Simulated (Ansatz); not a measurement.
Ideal-gas functions of CH4BF2N, SMILES `NBC(F)F` at 600 K and 1 bar, from an Ansatz frequency run at PBE0-D4/def2-TZVP.

Molar mass 78.86 g/mol, point group C1 (symmetry number 1), electronic degeneracy 1, moments of inertia 58.298, 132.996, 174.88 u Å². Harmonic wavenumbers (cm⁻¹, unscaled): 86, 212, 324, 503, 530, 641, 695, 819, 905, 937, 1070, 1119, 1168, 1351, 1369, 1452, 1641, 2647, 3036, 3607, 3711.

Use S(trans) = R[1.5 ln M + 2.5 ln T − 1.1517]; rotational temperatures θ = 24.2544 K / I; S(rot) = R[ln(√π/σ · √(T³/θAθBθC)) + 1.5]; for each mode x = 1.438777 ν̃/T, S = R[x/(eˣ − 1) − ln(1 − e⁻ˣ)] and H = RT x/(eˣ − 1); 1 cm⁻¹ = 0.0119627 kJ/mol; R = 8.31446 J/(mol·K).

Question: By hand: the entropy, in J/(mol·K).

Answer: Translation 177.9. Rotation: θ = 0.416, 0.1824, 0.1387 K, giving 115.9. Vibration, mode by mode: 21.46, 14.03, 10.62, 7.24, 6.86, 5.51, 4.97, 3.92, 3.33, 3.14, 2.44, 2.22, 2.03, 1.43, 1.38, 1.18, 0.82, 0.11, 0.05, 0.01, 0.01, in all 92.8. Electronic 0.0. Sum 386.6 J/(mol·K).

Question: By hand: H − E and G − E in kJ/mol, counted from the electronic energy.

Answer: Zero-point energy ½ × 27823 × 0.0119627 = 166.4; thermal vibration 30.3; translation, rotation and pV give 4 RT = 20.0. H − E = 216.7 kJ/mol, and G − E = 216.7 − 600 × 386.6/1000 = -15.3 kJ/mol.

Vibration gives 24 % of the entropy, 21.5 J/(mol·K) of it from the mode under 150 cm⁻¹: soft modes count most, and the harmonic formula is weakest for them. The sum counts one conformer and one mirror image; others add a mixing term.
